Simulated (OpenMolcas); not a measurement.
A calculation on V IV.

```
Program             : OpenMolcas
Method              : CASSCF
Basis               : ANO-RCC-VQZP [7s6p4d3f2g1h]
Scalar Hamiltonian  : DKH2, point nucleus
Active space        : 2 electrons in 10 orbitals (3d 4d)
State averaging     : 2S+1 = 3 even, 10 roots; 2S+1 = 1 even, 14 roots
Spin-orbit coupling : state interaction with AMFI integrals over the reference wave functions, term energies averaged over their components
```

Problem. Which level of the active space comes out lowest?

Solution. 3d2 3F2, with 100 % of that term; it is also the measured ground level.

Problem. How high does 3d2 1D2 lie?

Solution. 13550 cm-1 above the lowest level; measured 10959 cm-1 above the ground level, so the calculation is off by +24 %.

Problem. How high does 3d2 3P1 lie?

Solution. 16208 cm-1 above the lowest level; measured 13239 cm-1 above the ground level, so the calculation is off by +22 %.

Problem. How high does 3d2 3F3 lie?

Solution. 323 cm-1 above the lowest level; measured 325 cm-1 above the ground level, so the calculation is off by -1 %.

Measured values: Sugar and Corliss, J. Phys. Chem. Ref. Data 7, 1191 (1978).

Without dynamic correlation excited terms often stand tens of per cent too high (terms of higher spin than the ground term too low), and those without a measured partner can miss by more than the paired ones. Active for correlation alone: 4d; no level in the range computed is led by a configuration that fills it, so any true level of that kind is missing. Computed and measured levels are paired by configuration, term and J; levels that our copy of the source lacks, or whose pairing is in doubt (as where it misses far off the trend of its configuration), stay unpaired and out of the deviations. Only configurations of the active space appear.
